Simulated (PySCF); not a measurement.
## Dipole response of Ar²⁺ (argon, charge +2)

[Ne] 3s2 3p4, high-spin 3P determinant. All numbers are calculated (PySCF 2.14, no relativity, point nucleus, in dyall-av2z). Coupled (time-dependent) response in atomic units; α is the mean over directions. A double-zeta set is small for polarisabilities.

```csv
method,mean α (bohr³),"α xx, yy, zz",C₆ (like pair),S(−4)
UHF,4.725,"4.795, 4.585, 4.795",17.00,5.149
PBE,4.744,"4.781, 4.671, 4.781",17.06,5.170
PBE0,4.718,"4.765, 4.625, 4.765",16.94,5.102
r2SCANh,4.736,"4.796, 4.614, 4.796",17.36,5.044
TPSS,4.719,"4.769, 4.619, 4.769",17.07,5.066
```

S(−4) is the Cauchy moment in α(ω) = α(0) + S(−4) ω² + …

α(iu) at r2SCANh:

```csv
u (hartree),α(iu) (bohr³)
0,4.736
0.0500,4.723
0.100,4.686
0.200,4.545
0.300,4.333
0.500,3.789
0.750,3.068
1.00,2.437
1.50,1.551
2.00,1.036
3.00,0.5399
5.00,0.2204
```

For an ion, C₆ is the dispersion term alone; charge-induced terms of lower order in 1/R come first.

The components differ because the open shell of this determinant is not spherical; for a pure term their mean is the scalar polarisability.
